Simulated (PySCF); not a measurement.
# Two-photon absorption: `C[S@@+]([AlH3-])[GeH3]`, CH9AlGeS

Molfile (atoms numbered from 1):
```
CH9AlGeS
     RDKit          3D

 13 12  0  0  0  0  0  0  0  0999 V2000
    0.3882    1.7039   -0.0129 C   0  0  0  0  0  0  0  0  0  0  0  0
    0.1394    0.3251    1.1448 S   0  0  0  0  0  0  0  0  0  0  0  0
   -1.8398   -0.3465   -0.0972 Al  0  0  0  0  0  4  0  0  0  0  0  0
    1.2489   -1.3598    0.1881 Ge  0  0  0  0  0  4  0  0  0  0  0  0
    0.2991    2.6159    0.5692 H   0  0  0  0  0  0  0  0  0  0  0  0
   -0.3870    1.6789   -0.7842 H   0  0  0  0  0  0  0  0  0  0  0  0
    1.3767    1.6422   -0.4602 H   0  0  0  0  0  0  0  0  0  0  0  0
   -2.0437   -1.7064    0.6656 H   0  0  0  0  0  0  0  0  0  0  0  0
   -2.6230    0.9643    0.2434 H   0  0  0  0  0  0  0  0  0  0  0  0
   -1.1369   -0.4209   -1.5223 H   0  0  0  0  0  0  0  0  0  0  0  0
    2.2530   -0.7328   -0.7395 H   0  0  0  0  0  0  0  0  0  0  0  0
    0.3557   -2.3217   -0.5301 H   0  0  0  0  0  0  0  0  0  0  0  0
    1.9648   -2.0417    1.3174 H   0  0  0  0  0  0  0  0  0  0  0  0
  2  1  1  6
  2  3  1  0
  2  4  1  0
  1  5  1  0
  1  6  1  0
  1  7  1  0
  3  8  1  0
  3  9  1  0
  3 10  1  0
  4 11  1  0
  4 12  1  0
  4 13  1  0
M  CHG  2   2   1   3  -1
M  END
```

The calculation used TDDFT B3LYP/def2-SVPD excited states, vertical, gas phase in PySCF. Geometry: GFN2-xTB.

The calculation is non-relativistic, which matters for the atoms heavier than Zn.

(1) How strongly do the lowest singlets absorb one photon, and two photons of half the energy?

Results:

(1) δ for parallel linear polarisation; σ at the peak of a Lorentzian of half width 0.1 eV, single beam; Ω is circular over linear.
```csv
state,E (eV),f,photon λ (nm),δ (au),σ (GM),Ω,main
S1,5.60,0.004,443,21.5,0.25,0.79,HOMO→LUMO 0.95
S2,5.76,0.001,430,18.7,0.23,0.43,HOMO−1→LUMO 0.95
S3,6.06,0.001,409,25.3,0.34,0.26,"HOMO→LUMO+1 0.83, HOMO−2→LUMO 0.12"
S4,6.18,0.010,402,4.68,0.07,0.84,"HOMO−2→LUMO 0.66, HOMO−1→LUMO+1 0.16"
S5,6.26,0.018,396,56.8,0.81,0.36,"HOMO−1→LUMO+1 0.80, HOMO−2→LUMO 0.16"
```

Among these, the strongest one-photon state is S5, the strongest two-photon state S5, with a dipole change of 6.5 D (relaxed, norm of the difference vector).
